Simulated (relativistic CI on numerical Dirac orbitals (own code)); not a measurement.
Tm²⁺: resonant inelastic scattering at the M4,5 edge

Computed with this model: Dirac-Coulomb-Breit CI, KLI orbitals optimised for each configuration, model QED (radiative potential, 1s self-energy scaled to tabulated hydrogen-like ionisation energies), valence Slater integrals scaled by 0.9, Kramers-Heisenberg scattering through one core-hole configuration in a parametric crystal field; configurations [Xe] 4f13 → [Ar] 3d9 4s2 4p6 4d10 4f14 5s2 5p6; 300 K; core-hole width 0.36 eV; summed over polarisations. Incident energies are the highest absorption maxima for each field (at most a few, so the weaker spin-orbit partner edge can be absent), on the computed scale of the free ion. Intensities are in per cent of the strongest line above 0.02 eV; levels within 1 cm⁻¹ are merged; final levels count from the ground level, the first row holds all elastic scattering, lines under 0.4 are left out and each table stops after 24 rows. The scale of the Slater integrals is a model choice and moves the terms in proportion.

Field parameters in Wybourne normalisation; cubic f-shell fields have B⁴₄ = √(5/14) B⁴₀ and B⁶₄ = −√(7/2) B⁶₀. The field is a parameter set, without covalency.

S is read from ⟨S²⟩ = S(S + 1).

Oh, B40 = 870, B60 = 370 cm⁻¹:

```json
{"Final level (eV)": "0.000", "Degeneracy": "2", "Irrep": "Γ6", "S": "0.50", "1461.9 eV": "142.1"}
{"Final level (eV)": "0.035", "Degeneracy": "4", "Irrep": "Γ8", "S": "0.50", "1461.9 eV": "100.0"}
{"Final level (eV)": "0.049", "Degeneracy": "2", "Irrep": "Γ7", "S": "0.50", "1461.9 eV": "34.6"}
{"Final level (eV)": "1.105", "Degeneracy": "4", "Irrep": "Γ8", "S": "0.50", "1461.9 eV": "9.7"}
{"Final level (eV)": "1.135", "Degeneracy": "2", "Irrep": "Γ7", "S": "0.50", "1461.9 eV": "5.0"}
```

D3d, B20 = -170, B40 = 30, B43 = 880, B60 = -280, B63 = -120, B66 = -340 cm⁻¹:

| Final level (eV) | Degeneracy | Irrep | S | 1461.9 eV |
| --- | --- | --- | --- | --- |
| 0.000 | 2 | Γ4 | 0.50 | 331.1 |
| 0.018 | 2 | Γ4 | 0.50 | 112.0 |
| 0.023 | 2 | Γ5+Γ6 | 0.50 | 98.4 |
| 0.052 | 2 | Γ4 | 0.50 | 100.0 |
| 1.087 | 2 | Γ4 | 0.50 | 11.0 |
| 1.109 | 2 | Γ5+Γ6 | 0.50 | 11.0 |
| 1.128 | 2 | Γ4 | 0.50 | 12.0 |

D3d, B20 = 1120, B40 = 160, B43 = -220, B60 = -240, B63 = 100, B66 = 290 cm⁻¹:

| Final level (eV) | Degeneracy | Irrep | S | 1461.9 eV |
| --- | --- | --- | --- | --- |
| 0.000 | 2 | Γ4 | 0.50 | 442.1 |
| 0.012 | 2 | Γ5+Γ6 | 0.50 | 156.7 |
| 0.045 | 2 | Γ4 | 0.50 | 100.0 |
| 0.079 | 2 | Γ4 | 0.50 | 28.7 |
| 1.085 | 2 | Γ4 | 0.50 | 17.8 |
| 1.114 | 2 | Γ5+Γ6 | 0.50 | 15.2 |
| 1.158 | 2 | Γ4 | 0.50 | 5.7 |

For the first field the strongest loss at the lowest incident energy is the level at 0.04 eV (S = 0.50, against 0.50 in the thermal ground state).
